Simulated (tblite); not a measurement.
Species: C₉H₁₀OS.
Atom-mapped SMILES: `[CH3:1][c:2]1[cH:3][cH:4][c:5]2[c:6]([cH:7]1)[S@@:8](=[O:9])[CH2:10][CH2:11]2` (hydrogens: H12, H13, H14 on C1; H15 on C3; H16 on C4; H17 on C7; H18, H19 on C10; H20, H21 on C11)

Computed with GFN2-xTB (tblite), gas phase: L-BFGS steps from a force-field or distance-geometry start until the largest atomic force falls under 0.01 eV/Å.

Geometry at step 8:
```
atom  x, y, z in Å
C1      3.3534    0.0039   -0.3489
C2      1.8988   -0.0647    0.0063
C3      1.4920   -0.6255    1.2144
C4      0.1500   -0.7001    1.5501
C5     -0.8024   -0.1986    0.6770
C6     -0.3960    0.3734   -0.5172
C7      0.9365    0.4318   -0.8681
S8     -1.7856    0.9077   -1.5610
O9     -2.0747   -0.2274   -2.4421
C10    -2.9095    0.7502   -0.0918
C11    -2.2865   -0.2489    0.8720
H12     3.5335    0.7898   -1.0784
H13     3.9600    0.1908    0.5355
H14     3.6806   -0.9406   -0.7841
H15     2.2355   -1.0099    1.9009
H16    -0.1577   -1.1392    2.4888
H17     1.2401    0.8548   -1.8136
H18    -3.0100    1.7430    0.3430
H19    -3.8757    0.4275   -0.4664
H20    -2.6320   -1.2576    0.6302
H21    -2.5593   -0.0436    1.9076
```

**Question.** Give the atomic forces at this geometry.

**Answer.** 
```tsv
atom	Fx (eV/Å)	Fy (eV/Å)	Fz (eV/Å)
C1	-0.002	-0.014	-0.002
C2	0.046	0.007	0.056
C3	-0.052	0.034	-0.026
C4	0.020	0.028	-0.008
C5	-0.034	-0.003	0.064
C6	0.051	-0.100	0.023
C7	0.062	0.012	0.032
S8	0.073	0.084	-0.129
O9	-0.002	-0.018	-0.010
C10	-0.055	-0.039	0.059
C11	0.009	-0.035	0.037
H12	0.019	-0.001	0.015
H13	-0.020	0.006	-0.025
H14	-0.019	-0.012	0.003
H15	-0.045	0.028	-0.062
H16	0.022	-0.011	-0.032
H17	-0.056	0.040	-0.013
H18	0.119	0.016	0.000
H19	-0.085	-0.015	-0.019
H20	-0.012	-0.041	0.004
H21	-0.038	0.032	0.033
```

The largest, 0.17 eV/Å, acts on S8; the rms over all components is 0.043 eV/Å. The forces sum to zero within rounding, as they must for an isolated molecule in no field.

**Question.** Give the force on S8 in Eh/bohr and in nN.

**Answer.** 0.170 eV/Å ÷ 51.422 = 0.00331 Eh/bohr, and 0.170 eV/Å × 1.602 = 0.27 nN.

**Question.** How far is this geometry from the end of the optimisation?

**Answer.** 0.014 eV above it, and 0.074 Å rms away after alignment. The bonds farthest from their final lengths, with half the difference of the two atoms' forces along the bond (positive lengthens):

```
  bond  now (Å)  final (Å)  force along bond (eV/Å)
S8–C10    1.856      1.862                    +0.12
 C6–S8    1.818      1.821                    +0.06
C3–H15    1.083      1.081                    -0.01
 C2–C3    1.393      1.391                    -0.03
 C5–C6    1.385      1.387                    +0.01
 C4–C5    1.386      1.384                    -0.01
```

The angle farthest from its final value is S8–C10–H18, 107.1° against 105.4°.

Hardware: an x86-64 server with one thread, on a shared host.
